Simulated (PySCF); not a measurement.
# What a mistake does to a calculation on CGeH8OSi

Calculated results; nothing here was measured. They come from PySCF 2.14.0, an open-source quantum chemistry program, on an isolated molecule that a program drew, which may never have been made. The molecule is CGeH8OSi (charge 0, singlet), drawn as the SMILES string `[CH3][GeH2][O][SiH3]`.

Each row is a Hartree-Fock (HF) and frozen-core CCSD(T) single point in the cc-pV(D+d)Z basis, meant for a local HF minimum. Run 1 is clean. Each other run has one planted mistake out of seven kinds, and not every kind appears here: one electron removed, one electron added, multiplicity raised by two, geometry at a saddle point, minimal basis STO-3G, one bond length entered in bohr, all coordinates scaled. The reference is restricted for singlets and unrestricted otherwise, and also for a bond in bohr. Adding or removing an electron swaps singlet and doublet. Electrons count all cores. HOMO and LUMO are orbital energies over both spins, the gradient is its largest component, and the lowest frequency (negative if imaginary) is given only where the gradient is small. Bond lengths are over the 11 bonds as drawn. T1 is the CCSD diagnostic: over 0.02 (restricted) or 0.045 (unrestricted) a single reference is doubtful. Germanium has the cc-pVDZ-PP basis, with a core potential (ECP10MDF) in place of its 10 inner electrons, and its 3s, 3p and 3d shells are frozen in CCSD(T).

Geometry of the clean run:
```xyz
12
CGeH8OSi, angstrom
C    -1.5229   -2.5040   -1.4850
Ge   -0.9156   -1.3009   -0.0853
O     0.2181   -0.1622   -0.8572
Si    1.1955    1.1189   -0.6053
H    -0.6713   -3.0337   -1.9146
H    -2.2264   -3.2345   -1.0798
H    -2.0181   -1.9358   -2.2738
H    -2.0577   -0.4761    0.5182
H    -0.1518   -2.0291    1.0262
H     0.4277    2.2813   -0.0965
H     2.2486    0.7968    0.3881
H     1.8412    1.4943   -1.8813
```

| run | electrons | basis functions | <S^2> | HOMO (eV) | LUMO (eV) | gradient (hartree/bohr) | lowest frequency (cm^-1) | mean bond (Å) | longest bond (Å) | T1 | HF (hartree) | CCSD(T) (hartree) | mistake |
|---|---|---|---|---|---|---|---|---|---|---|---|---|---|
| 1 | 68 | 114 | 0.000 | -11.67 | 3.78 | 5.9e-06 | 30 | 1.4673 | 1.943 | 0.0111 | -699.76759 | -700.37102 | no fault |
| 2 | 68 | 114 | 0.980 | -8.57 | 1.95 | 1.7e-02 | - | 1.5993 | 3.082 | 0.0272 | -699.61708 | -700.18785 | one bond length entered in bohr |
| 3 | 69 | 114 | 0.759 | 2.96 | 8.32 | 4.8e-02 | - | 1.4673 | 1.943 | 0.0245 | -699.64251 | -700.27590 | one electron added |
| 4 | 68 | 114 | 2.010 | -3.04 | -1.01 | 9.3e-02 | - | 1.4673 | 1.943 | 0.0399 | -699.50536 | -700.10331 | ? |

**Which mistake was planted in run 4, and what did it cost?**

Electrons, basis and geometry are unchanged, and <S^2> is 2.010, beside S(S+1) = 2.00 for a multiplicity of 3. So the mistake is: multiplicity raised by two. Subtracting run 1 and multiplying by 627.51 kcal/mol a hartree, the energy moved by 164.6 kcal/mol in HF and 168.0 kcal/mol in CCSD(T).

Cautions from the logs. Run 3: the HOMO is above zero, so the electron isn't bound and the energy depends on the basis.
